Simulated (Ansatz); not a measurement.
Ansatz (a quantum-chemistry and plane-wave program) input (MP2/STO-3G):

Ansatz 0.2 input:
```yaml
crystal:
  periodic: [false, false, false]
  atoms:
    - {symbol: C, position_ang: [-1.46902500, -0.48915200, -1.00461300]}
    - {symbol: Si, position_ang: [-0.00903100, 0.00510700, 0.06285600]}
    - {symbol: C, position_ang: [1.64148100, -0.30843800, -0.77051000]}
    - {symbol: N, position_ang: [0.01083400, -0.93896400, 1.55182400]}
    - {symbol: N, position_ang: [-0.14924700, 1.69443500, 0.36314200]}
    - {symbol: H, position_ang: [-1.42284000, -1.54754800, -1.26856300]}
    - {symbol: H, position_ang: [-2.41556300, -0.31798100, -0.48691000]}
    - {symbol: H, position_ang: [-1.48058000, 0.09310800, -1.92819700]}
    - {symbol: H, position_ang: [1.78414600, -1.36715700, -0.99406400]}
    - {symbol: H, position_ang: [2.46953000, 0.01316400, -0.13567800]}
    - {symbol: H, position_ang: [1.69383400, 0.25243800, -1.70616200]}
    - {symbol: H, position_ang: [-0.09499600, -1.94583100, 1.39911400]}
    - {symbol: H, position_ang: [-1.05024300, 2.07673900, 0.60793700]}
    - {symbol: H, position_ang: [0.57729900, 2.16882100, 0.87851700]}
basis:
  gaussian:
    orbitals: STO-3G
magnetization: {spin_polarized: true, initial_magnetization: 1}
correlation: {method: mp2, electrons: outside_noble_gas}
```

Output:

```
Functional definition: HF
integrals: 0.01 GiB planned
497 factors; integrals over basis functions are off by at most 3.8e-5 eV
mean field: 0.12 GiB planned
mean field evaluation 1: about -12872.3335 eV, gradient 1.8e1 eV
mean field evaluation 2: about -12872.4837 eV, gradient 1.8e1 eV
mean field evaluation 4: about -12875.5127 eV, gradient 1.6e0 eV
mean field evaluation 8: about -12875.5535 eV, gradient 2.4e-4 eV
mean field evaluation 16: about -12875.5513 eV, gradient 2.4e-1 eV
mean field -12875.55203382 eV, -473.1678098803 hartree, gradient 1.8e-6 eV, S^2 0.758120; 3 other end points of the search recorded, 0 dependent functions left out
9 core orbitals not correlated
reference -12875.55203382 eV, -473.1678098803 hartree; 16, 15 occupied and 13, 14 virtual orbitals, 497 factors
second order -5.64402884 eV of doubles, -0.00000000 eV of singles
Total energy: -12881.19606266 eV, -473.3752241144 hartree
```

The geometry given is a B3LYP-D3(BJ)/def2-TZVP minimum.
